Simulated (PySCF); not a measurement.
CH5InS, SMILES C[S][InH2].

Coordinates come from a r2SCAN-D4/def2-SVP optimisation. The def2 effective core potentials stand for the cores of In; spin–orbit coupling is left out.

Method: B3LYP/def2-TZVPD (PySCF).

Symmetry labels are those of the subgroup Cs that the program uses (full group Cs).

Computed valence orbital energies around the gap with their symmetry:
```csv
orbital,symmetry,energy (eV)
HOMO−7,A',-16.82
HOMO−6,A',-12.17
HOMO−5,A",-11.57
HOMO−4,A',-11.19
HOMO−3,A',-9.74
HOMO−2,A',-8.38
HOMO−1,A',-7.35
HOMO,A",-6.60
LUMO,A",-1.89
LUMO+1,A',-0.70
LUMO+2,A',-0.17
LUMO+3,A',0.10
```
